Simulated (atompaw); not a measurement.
## Before and after: PAW (atompaw) potential for scandium (Sc)

| Property | Result |
| --- | --- |
| Element | Sc |
| Generator | atompaw 4.2.0.5 |
| Type | PAW |
| Functional | PBE |
| Relativity | scalar-relativistic |
| Frozen core | [Ne] |
| Valence charge | 11 |
| Reference configuration | 3s2 3p6 3d1 4s2 4p0 |
| Partial waves | 3s (bound): rc 1.15 bohr; 4s (bound): rc 1.45 bohr; 3p (bound): rc 1.95 bohr; 4p (bound, empty): rc 2.30 bohr; 3d (bound): rc 2.00 bohr; 3d channel at 0.85 Ry: rc 2.30 bohr |
| Local potential | bessel scheme, radius 2.05 bohr |
| Core correction | smooth core density matched at 2.20 bohr |
| Augmentation charge | sinc compensation charge, radius 1.80 bohr; PAW radius 2.30 bohr; waves and projectors: custom polynom vanderbiltortho |

All-electron outer shells of the reference configuration (PBE, scalar-relativistic, ld1.x):

| shell | level (eV) | outermost node (bohr) | outermost maximum (bohr) |
| --- | --- | --- | --- |
| 2s | -474.33 | 0.10 | 0.28 |
| 2p | -388.26 | – | 0.23 |
| 3s | -55.04 | 0.42 | 0.92 |
| 3p | -33.63 | 0.39 | 0.97 |
| 4s | -4.18 | 1.33 | 3.14 |
| 3d | -3.23 | – | 1.10 |
| 4p | -1.47 | 1.49 | 4.03 |

Change: wave 3d (bound): rc 2.00 bohr becomes 3d (bound): rc 1.34 bohr.

Cutoffs: the cutoffs (Ry, on a coarse ladder) from which the occupation-weighted sum of valence levels, in a spherical-Bessel basis at the reference potential, stays within 10 and 1 mRy of its value at 400 Ry; they do not see the model core or the augmentation charge, which bear on the density cutoff.

Task: What does the change do?

Result: The potential gets harder (40 Ry and 70 Ry → 45 Ry and 80 Ry); neither file shows a bound ghost.

```tsv
quantity	base	changed
cutoff, loose	40 Ry	45 Ry
cutoff, tight	70 Ry	80 Ry
loose cutoff by channel (10 mRy a level)	s 35 Ry, p 18 Ry, d 18 Ry	s 35 Ry, p 18 Ry, d 40 Ry
bound ghosts	none	none
s: phases at 2.31 bohr within 0.05 rad from the reference energy up to (Ry; the scan ends near 5)	to the end of the scan	to the end of the scan
p: phases at 2.31 bohr within 0.05 rad from the reference energy up to (Ry; the scan ends near 5)	to the end of the scan	to the end of the scan
d: phases at 2.31 bohr within 0.05 rad from the reference energy up to (Ry; the scan ends near 5)	2.5	2.7
lowest overlap eigenvalue by channel	s 0.51, p 0.71, d 0.71	s 0.51, p 0.71, d 0.37
```

 The cutoffs see the waves, projectors and local potential, not the compensation charge or the core.
